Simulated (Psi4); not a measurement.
Relaxed torsion scan: C₇H₁₂, SMILES C=C/C=C\C(C)C. Scanned: dihedral C3–C4–C5–C6; all other coordinates were relaxed at GFN2-xTB.

Geometry of the scan point at -45° (Å):
```
19

C      2.8253     2.1289    -0.2643
C      1.7870     1.3083    -0.3924
C      1.3036     0.4850     0.6929
C      0.2403    -0.3215     0.7221
C     -0.8232    -0.5606    -0.3182
C     -1.3705     0.7129    -0.9689
C     -0.3006    -1.5272    -1.3887
H      3.1856     2.7270    -1.0837
H      3.3498     2.2349     0.6716
H      1.2925     1.2269    -1.3478
H      1.9239     0.5239     1.5819
H      0.0875    -0.8880     1.6332
H     -1.6602    -1.0511     0.1920
H     -2.3185     0.4943    -1.4573
H     -1.5397     1.4822    -0.2187
H     -0.6945     1.1078    -1.7201
H      0.0179    -2.4628    -0.9338
H      0.5505    -1.0951    -1.9092
H     -1.0813    -1.7431    -2.1151
```

Level of theory: Psi4 1.11 with PBE-D3(BJ)/def2-SVP // GFN2-xTB.

Scanned values (°): -165, -150, -135, -120, -105, -90, -75, -60, -45, -30, -15, 0, 15, 30, 45, 60, 75, 90, 105, 120, 135, 150, 165, 180.

**Question.** Describe the profile: where are the wells and the tops?

**Answer.** Lower than their neighbours: -120° (3.0 kcal/mol), -60° (2.9 kcal/mol), 0° (3.1 kcal/mol), 120° (0.0 kcal/mol). Higher than their neighbours: -165° (4.2 kcal/mol), -90° (3.6 kcal/mol), -45° (3.5 kcal/mol), 30° (4.1 kcal/mol). The whole profile spans 4.2 kcal/mol.
